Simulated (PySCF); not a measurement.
Run record: geometry optimisation, `CC[AsH2+][GaH3-]`.

Computed with PBE0-D3(BJ)/def2-SVP geometry optimisation, gas phase (PySCF 2.14.0). Start geometry: GFN2-xTB. The input is one job of a driver script: a line of settings, then coordinates in Å.

Command:
```bash
OMP_NUM_THREADS=1 python probes_run.py task.json out
```

Input:
```
{"job": {"xc": "PBE0", "basis": "def2-SVP", "d3": "d3bj", "grid": 1, "shake": 0.01, "kind": "geom"}, "charge": 0, "multiplicity": 1}
C     -2.114750    -0.196600     0.400010
C     -0.704390     0.324710     0.289460
As     0.534570    -0.945520    -0.541570
Ga     2.660640     0.714350    -0.277830
H     -2.537530    -0.401590    -0.605040
H     -2.184390    -1.076250     0.993810
H     -2.762400     0.578000     0.861570
H     -0.287340     0.576950     1.280550
H     -0.656630     1.258960    -0.278120
H     -0.316430    -1.333450    -1.680670
H      0.100040    -2.156940     0.237890
H      2.490220     0.801760     1.284660
H      1.923730     1.850970    -1.125360
H      3.847510    -0.010440    -0.857070
```

Output:
```
step   0  E = -4241.72023787  max force = 0.029670
step   1  E = -4241.72675363  max force = 0.007668
step   2  E = -4241.72781196  max force = 0.005238
step   3  E = -4241.72871402  max force = 0.003711
step   4  E = -4241.72898957  max force = 0.002578
step   5  E = -4241.72930209  max force = 0.001410
step   6  E = -4241.72940033  max force = 0.001456
step   7  E = -4241.72945161  max force = 0.000854
step   8  E = -4241.72945455  max force = 0.000283
optimisation converged
```

Energies in Eh; «max force» is the largest Cartesian gradient component in Eh/bohr.

Question: How much energy does the optimisation release, in eV?

Answer: E(step 0) − E(last step) = 0.009217 Eh, which is 0.251 eV.

Question: Give the first gradient maximum in eV/Å.

Answer: With 1 Eh/bohr = 51.422 eV/Å, 1.526 eV/Å.

In short: final energy -4241.72945 Eh after 8 steps; dipole 4.91 D.

Question: Give the final coordinates.

Answer: 0.379 Å rms from the input after alignment:
```
atom  x, y, z in Å
C1    -2.2898   -0.2969    0.3807
C2    -0.9558    0.4265    0.3922
As3    0.5396   -0.5645   -0.3808
Ga4    2.8581    0.5970   -0.3598
H5    -2.6097   -0.5426   -0.6436
H6    -2.2471   -1.2368    0.9521
H7    -3.0752    0.3300    0.8316
H8    -0.6367    0.6844    1.4145
H9    -0.9977    1.3750   -0.1664
H10   -0.0662   -0.9837   -1.7037
H11    0.3745   -1.8937    0.3256
H12    2.9467    0.7818    1.2076
H13    2.4353    1.8471   -1.2302
H14    3.7170   -0.5392   -1.0376
```

Time: 2.6 min of wall time; peak memory 0.54 GiB. Hardware: one thread of an Arm Neoverse N1, on a shared host.
Labels such as C1 count atoms from 1, the log's own numbers from 0.
